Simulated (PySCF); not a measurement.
Ga(Cl)(Me)(NH2) (CH5ClGaN), SMILES [CH3][Ga]([Cl])[NH2].

Geometry: PBE0-D3(BJ)/def2-SVP. The structure was generated by enumeration; whether it is a known compound was not checked. Other conformers were not sampled.

All values below come from M06-2X/def2-TZVP (PySCF).

Symmetry labels are those of the subgroup Cs that the program uses (full group Cs).

Computed valence orbital energies around the gap with their symmetry:
```
orbital  symmetry  energy (eV)
-------  --------  -----------
HOMO−7         A'       -14.16
HOMO−6         A'       -12.98
HOMO−5         A"       -12.88
HOMO−4         A'       -11.40
HOMO−3         A'       -10.38
HOMO−2         A"       -10.22
HOMO−1         A'        -9.62
HOMO           A"        -8.97
LUMO           A"         0.37
LUMO+1         A'         0.64
LUMO+2         A'         2.02
LUMO+3         A'         2.27
```
